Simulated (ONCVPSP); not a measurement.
## An all-electron radial function and its pseudo partner (La (Z = 57))

Columns: radius, all-electron u(r) and pseudo u(r) of the 5d shell (level -8.51 eV) of lanthanum in the configuration [Kr] 4d10 5s2 5p6 5d1 6s1; PBE, scalar-relativistic, ONCV scheme, ONCVPSP 4.0.1.

```csv
r (bohr),all-electron,pseudo
0.175,0.1864,0.0018
0.350,-0.0843,0.0137
0.525,-0.2851,0.0437
0.700,-0.2473,0.0956
0.875,-0.0823,0.1685
1.050,0.1118,0.2573
1.225,0.2873,0.3534
1.400,0.4276,0.4472
1.575,0.5298,0.5297
1.750,0.5974,0.5941
1.925,0.6361,0.6368
2.100,0.6522,0.6577
2.275,0.6516,0.6594
2.450,0.6388,0.6462
2.625,0.6177,0.6227
2.800,0.5911,0.5934
2.975,0.5610,0.5615
3.150,0.5290,0.5290
3.325,0.4962,0.4962
3.500,0.4634,0.4634
3.675,0.4311,0.4311
3.850,0.3996,0.3996
4.025,0.3693,0.3693
4.200,0.3403,0.3402
4.375,0.3126,0.3126
4.550,0.2865,0.2865
```

Q: How many radial nodes do the two functions have?

A: The all-electron 5d function has n − l − 1 = 2; the pseudo-wave has 0, since the states of the same l below it are removed with the core.

Q: At about which radius was the pseudo-wave matched?

A: 3.20 bohr. The columns agree to 0.0005 from 2.98 bohr on; several derivatives are matched, so the curves merge somewhat inside the radius.

Q: Where does each function peak?

A: Outermost all-electron maximum near 2.10 bohr, pseudo maximum near 2.27 bohr (to the table’s step).

Q: Is the pseudo-wave norm-conserving?

A: Yes: the ONCV scheme keeps the norm inside the radius equal to the all-electron one, which fixes the energy derivative of the logarithmic derivative at the level.
